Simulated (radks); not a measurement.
Neutral strontium, [Kr] 5s2. Calculated with a radial shooting solver on a logarithmic mesh with Libxc functionals: non-relativistic Kohn-Sham, r2SCAN, spin-polarised, spherical densities, point nucleus; meta-GGA in the generalised Kohn-Sham scheme. Every spin shell is full or empty, so the densities are truly spherical. Functionals are evaluated on that one density, not self-consistently. Rank these exchange functionals by their error against the exact value of the orbitals, and give that value: LDA, PBE, PBEsol, RPBE, PW91, PW86, AM05, SOGGA, B86b, EV93, r2SCAN, MS2, Tao-Mo, TASK.

Answer. Exact: -101.907 hartree. From best to worst, with 100 (|E| - |E exact|)/|E exact| (equal figures are ties): PW91 0.00, PW86 -0.01, B86b +0.04, r2SCAN -0.05, EV93 -0.08, RPBE -0.19, PBE -0.43, MS2 -0.46, Tao-Mo -0.70, TASK -2.45, PBEsol -2.50, SOGGA -2.52, AM05 -5.02, LDA -5.45.
